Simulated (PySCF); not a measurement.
A calculated (UHF, PySCF 2.14, aug-cc-pV5Z, the non-relativistic Hamiltonian (point nucleus)) atom or ion has these occupied shells.

```
shell  electrons  orbital energy (eV)  rms radius, mean of both spins (bohr)
 1s α          1              -324.16                                  0.311
 1s β          1              -323.35                                  0.311
 2s α          1              -33.306                                   1.61
 2s β          1              -29.588                                   1.61
 2p α          1              -24.883                                   1.63
```

Task: Name the element and its charge.

Result: C⁺ (carbon, charge +1), in [He] 2s2 2p1, 2P determinant.
